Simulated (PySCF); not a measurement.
Compound: 1-ethynyl-4-fluorobenzene, C8H5F.
SMILES: `C#Cc1ccc(F)cc1`

Computed with PySCF at CAM-B3LYP/def2-SVPD, non-relativistic, on one gas-phase PBE0-D3(BJ)/def2-SVP geometry that isn't relaxed in the solvent. The solvent is an IEF-PCM continuum (van der Waals radii × 1.2), and excitations are vertical TDDFT with non-equilibrium linear response and a frozen core. Specific hydrogen bonds and non-electrostatic terms are outside this model.

Gas-phase singlets (H = HOMO, L = LUMO):

```json
{"state": "S1", "E (eV)": "5.104", "λ (nm)": "243", "f": "0.007", "leading configurations": "H→L+1 68%, H-1→L 29%"}
{"state": "S2", "E (eV)": "5.317", "λ (nm)": "233", "f": "0.302", "leading configurations": "H→L 87%"}
{"state": "S3", "E (eV)": "5.710", "λ (nm)": "217", "f": "0.000", "leading configurations": "H-2→L 87%, H-2→L+8 8%"}
{"state": "S4", "E (eV)": "6.206", "λ (nm)": "200", "f": "0.000", "leading configurations": "H→L+5 64%, H→L+4 15%, H-3→L+5 12%"}
{"state": "S5", "E (eV)": "6.577", "λ (nm)": "189", "f": "0.310", "leading configurations": "H-1→L 65%, H→L+1 31%"}
```

What are the lowest 5 singlets in tetrahydrofuran (ε = 7.426)?

```
state  E (eV)  λ (nm)      f  leading configurations  change by rank (eV)
   S1   5.131     242  0.006    H→L+1 65%, H-1→L 32%               +0.027
   S2   5.260     236  0.412                 H→L 90%               -0.057
   S3   5.776     215  0.000   H-2→L 87%, H-2→L+8 8%               +0.066
   S4   6.238     199  0.000  H→L+4 72%, H-3→L+4 13%               +0.032
   S5   6.439     193  0.424    H-1→L 64%, H→L+1 33%               -0.138
```

Give the list for acetone (ε = 20.49), n² = 1.85.

```tsv
state	E (eV)	λ (nm)	f	leading configurations	change by rank (eV)
S1	5.137	241	0.005	H→L+1 64%, H-1→L 32%	+0.033
S2	5.273	235	0.402	H→L 90%	-0.044
S3	5.786	214	0.000	H-2→L 87%, H-2→L+8 8%	+0.076
S4	6.246	198	0.000	H→L+4 74%, H-3→L+4 14%	+0.040
S5	6.452	192	0.414	H-1→L 64%, H→L+1 33%	-0.125
```

The ground-state energy changes by -0.180 eV from gas to acetone. By how much does the total energy of gas-phase S1 change?

E(S1) = E(S0) + excitation energy, so it changes by -0.180 + 0.033 = -0.147 eV: it is lowered less than the ground state, which is what a blue shift means. This is the vertical state, with the slow part of the continuum still set for S0.

How do the frontier levels move from gas to acetone?

```json
{"orbital": "LUMO+2", "gas (eV)": "1.36", "solvent (eV)": "1.44", "change (eV)": "+0.08"}
{"orbital": "LUMO+1", "gas (eV)": "0.29", "solvent (eV)": "0.39", "change (eV)": "+0.10"}
{"orbital": "LUMO", "gas (eV)": "-0.08", "solvent (eV)": "-0.05", "change (eV)": "+0.03"}
{"orbital": "HOMO", "gas (eV)": "-8.07", "solvent (eV)": "-8.08", "change (eV)": "-0.01"}
{"orbital": "HOMO-1", "gas (eV)": "-9.15", "solvent (eV)": "-9.05", "change (eV)": "+0.10"}
{"orbital": "HOMO-2", "gas (eV)": "-9.58", "solvent (eV)": "-9.65", "change (eV)": "-0.07"}
{"orbital": "HOMO-3", "gas (eV)": "-10.40", "solvent (eV)": "-10.44", "change (eV)": "-0.04"}
```

The HOMO–LUMO gap goes from 7.99 to 8.03 eV.

On one thread, Arm Neoverse V1 (aarch64), shared host with 32 logical CPUs at a one-minute load of 12, this took 40 s of wall time and 1.1 GiB of memory at its peak. This is the whole response run at CAM-B3LYP/def2-SVPD in acetone, SCF included.
